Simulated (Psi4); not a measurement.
Psi4 input (wB97X-D/6-31G*):

```
memory 1500 MB

molecule {
0 1
Si    1.78147400   -1.00262700    0.44651000
O     0.47932900   -0.24563300    1.14199000
C     0.01989400    1.02244500    0.75329700
O    -0.46407100    1.02980700   -0.56424100
Si   -1.79758700    0.17448400   -1.05665300
H     1.43842300   -1.59323100   -0.86599400
H     2.88364300   -0.02607300    0.26523500
H     2.17543500   -2.07028600    1.38623200
H    -0.77139900    1.29870000    1.45588000
H     0.83081800    1.75512700    0.79406100
H    -2.20082000    0.76567400   -2.34742000
H    -1.49398200   -1.26223800   -1.23780500
H    -2.87795800    0.31825900   -0.04996400
symmetry c1
no_reorient
no_com
}

set {
  basis 6-31G*
  reference rks
  scf_type pk
  dft_radial_points 99
  dft_spherical_points 590
  e_convergence 1e-8
  d_convergence 1e-7
  maxiter 150
}

e = energy('wb97x-d')
print_out(f'\nFINAL {e:.10f} DIPOLE {variable("CURRENT DIPOLE")[0]:.6f} {variable("CURRENT DIPOLE")[1]:.6f} {variable("CURRENT DIPOLE")[2]:.6f}\n')
```

From the output:

```
    One-Electron Energy =               -1678.2882643156119684
    Two-Electron Energy =                 646.3835691512230142
    DFT Exchange-Correlation Energy =     -48.0255270615534329
    Empirical Dispersion Energy =          -0.0057294218095952
    VV10 Nonlocal Energy =                  0.0000000000000000
    Total Energy =                       -772.2888464145801208

Computation Completed

Properties will be evaluated at   0.000000,   0.000000,   0.000000 [a0]

Properties computed using the SCF density matrix

 Multipole Moments:

 ------------------------------------------------------------------------------------
     Multipole            Electronic (a.u.)      Nuclear  (a.u.)        Total (a.u.)
 ------------------------------------------------------------------------------------

 L = 1.  Multiply by 2.5417464519 to convert [e a0] to [Debye]
 Dipole X            :          0.0019008            0.0000113            0.0019122
 Dipole Y            :          0.0982360           -0.0000151            0.0982209
 Dipole Z            :          0.0723720           -0.0000057            0.0723663
 Magnitude           :                                                    0.1220159

 ------------------------------------------------------------------------------------

FINAL -772.2888464146 DIPOLE 0.001912 0.098221 0.072366

*** Psi4 exiting successfully. Buy a developer a beer!
```

The geometry given is a B3LYP-D3(BJ)/def2-TZVP minimum.
